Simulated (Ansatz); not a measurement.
System: CH₃BClS, net charge 0, doublet state. It need not be the lowest isomer of its formula. SMILES: Cl[B]SC
Geometry from a B3LYP-D3(BJ)/def2-TZVP (Ansatz, a first-principles code) optimisation:
```xyz
7

C     -1.6870    -0.3234    -0.7569
S     -0.6708     1.1674    -0.3800
B      0.8041     0.5711     0.3354
Cl     1.3239    -1.0470     0.6733
H     -1.9024    -0.8653     0.1599
H     -1.1579    -0.9640    -1.4572
H     -2.6118     0.0342    -1.2045
```
Charge 0, spin multiplicity 2.

Quantity: atomisation energy (electronic, to ground-state atoms); the coupled-cluster value holds the core correlation from cc-pwCVTZ, in kJ/mol. Cores are frozen in the correlated levels unless marked. UHF or UKS for open shells. No spin-orbit coupling. Non-relativistic. Basis-set limits of correlation are two-point, X^-3; Hartree-Fock from the larger set.

Level to compare with: CCSD(T)/CBS(aug-cc-pV(T+d)Z,aug-cc-pV(Q+d)Z) plus the core term (Ansatz), 2405.9 kJ/mol. It is a level with limits of its own, and the differences hold the functionals' basis error too.

### Question
Rank these functionals by how close they come to CCSD(T)/CBS(aug-cc-pV(T+d)Z,aug-cc-pV(Q+d)Z), closest first: B97M-V/def2-TZVPD (Ansatz); PBE/def2-TZVPD (Ansatz); r2SCANh/def2-TZVPD (Ansatz).

### Answer
r2SCANh/def2-TZVPD (hybrid meta-GGA, 2434.4 kJ/mol, difference 28.5), B97M-V/def2-TZVPD (meta-GGA with VV10, 2441.2 kJ/mol, difference 35.3), PBE/def2-TZVPD (GGA, 2473.1 kJ/mol, difference 67.2)
